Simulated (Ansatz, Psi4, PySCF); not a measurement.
Molecule: C₄H₂ClO (charge 0, doublet). SMILES: Clc1[c]occ1
Coordinates optimised at B3LYP-D3(BJ)/def2-TZVP (Ansatz, an electronic-structure program):
```xyz
8

Cl     1.9670     0.3474     0.0753
C      0.2880     0.0128     0.0289
C     -0.3682    -1.0875     0.4649
O     -1.6795    -1.0175     0.2734
C     -1.9156     0.2041    -0.3275
C     -0.7470     0.8657    -0.4960
H     -2.9426     0.4235    -0.5546
H     -0.6040     1.8386    -0.9345
```
Charge 0, spin multiplicity 2.

Wanted: size of the dipole moment, in D. Set-up: no spin-orbit coupling; LANL2DZ with its own core potentials from Na on; six Cartesian d functions in 6-31G* and its kin unless marked 5d; 6-311+G** with 5d, 6d on Na to Ar in Ansatz; open shells spin-unrestricted; non-relativistic; no dispersion term unless named. First-principles rows: single points at B3LYP-D3(BJ) geometries (Ansatz).

| level | program | size of the dipole moment (D) |
|---|---|---|
| PBE/LANL2DZ | Ansatz | 2.09 |
| PBE/def2-SVP | Ansatz | 1.68 |
| BLYP/6-31G* | Ansatz | 1.81 |
| BP86/def2-SVP | PySCF | 1.70 |
| B3LYP/STO-3G | Ansatz | 1.96 |
| B3LYP/3-21G | Ansatz | 2.03 |
| B3LYP/LANL2DZ | Ansatz | 2.12 |
| B3LYP/6-31G* | Ansatz | 1.86 |
| B3LYP/6-31+G* | Ansatz | 1.87 |
| B3LYP/6-31G** | Ansatz | 1.85 |
| B3LYP/def2-SVP | Ansatz | 1.70 |
| B3LYP/cc-pVDZ | Ansatz | 1.77 |
| PBE0/6-311+G** | Ansatz | 1.84 |
| wB97X-D/6-31G* | Psi4 | 1.94 |

No value to compare with is used here. The 14 habitual levels span 1.68 (PBE/def2-SVP) to 2.12 D (B3LYP/LANL2DZ).

The levels are drawn from those run, B3LYP/6-31G* more often than the rest, none by its result; left out are runs that failed, that the program found above a lower state of the same kind, or whose <S^2> lies over 0.5 above the pure value.
